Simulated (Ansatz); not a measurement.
Two isomers of CH6OSSi: A = `O[SiH2]CS`, B = `[SiH3]OCS`.

Isolated molecules relaxed with PBE0-D4/def2-TZVP in Ansatz; ΔE leaves out vibrations. CBS: MP2 limit from def2 TZ/QZ plus the TZ coupled-cluster correction, frozen cores. DFT in def2-TZVPP. B3LYP here is the variant with VWN-RPA as its local correlation; programs differ in this. One conformer a species, not always the lowest.

A:

Z-matrix (Å, degrees):
```
Si
C 1 1.876
O 1 1.643 2 109.5
H 1 1.491 2 106.8 3 -121.6
H 1 1.484 2 112.3 3 118.1
S 2 1.818 1 108.8 3 55.0
H 2 1.093 1 109.8 3 -59.5
H 2 1.092 1 114.3 3 179.4
H 3 0.962 1 114.2 2 -43.7
H 6 1.344 2 97.1 1 57.1
```

B:

Z-matrix (Å, degrees):
```
Si
O 1 1.649
H 1 1.479 2 106.2
H 1 1.489 2 110.5 3 -120.0
H 1 1.489 2 110.7 3 120.2
C 2 1.400 1 122.5 3 178.9
S 6 1.798 2 112.1 1 179.7
H 6 1.096 2 111.3 1 62.9
H 6 1.095 2 111.0 1 -57.8
H 7 1.343 6 96.4 2 71.5
```

(1) Which isomer does CCSD(T)/CBS put lower? Give the gap. (Estimate.)

(2) Give E(B) − E(A) in kJ/mol with B2PLYP, r2SCAN-D4, B3LYP, HF/def2-TZVPP, B3LYP-D4, BLYP-D4, PBE0-D4. (Estimate.)

(3) Does the order hold for the free energy at 298.15 K (harmonic terms from PBE0-D4)? (Best estimate.)

Largest T1 diagnostic: 0.012.

## Answers

(1) The calculation gave: A, by 97.1 kJ/mol.

(2) The calculation gave: B2PLYP 89.0, r2SCAN-D4 94.5, B3LYP 83.7, HF/def2-TZVPP 77.6, B3LYP-D4 87.4, BLYP-D4 84.6, PBE0-D4 94.8. None reverses the order clearly.

(3) Ansatz gave: Yes: G(B) − G(A) = +88.7 kJ/mol, for one conformer each. Modes under 60 cm⁻¹, often nearly free rotors, make the harmonic entropy too high.

The D4 term adds +3.7 kJ/mol with B3LYP and +1.8 kJ/mol with PBE0; it sums over pairs of atoms, weighted by their polarisabilities, and B3LYP, whose exchange is more repulsive, gets the larger term. From BLYP to BHLYP (50 % exact exchange), in def2-TZVPP and without D4, E(B) − E(A) moves by +5.1 kJ/mol.
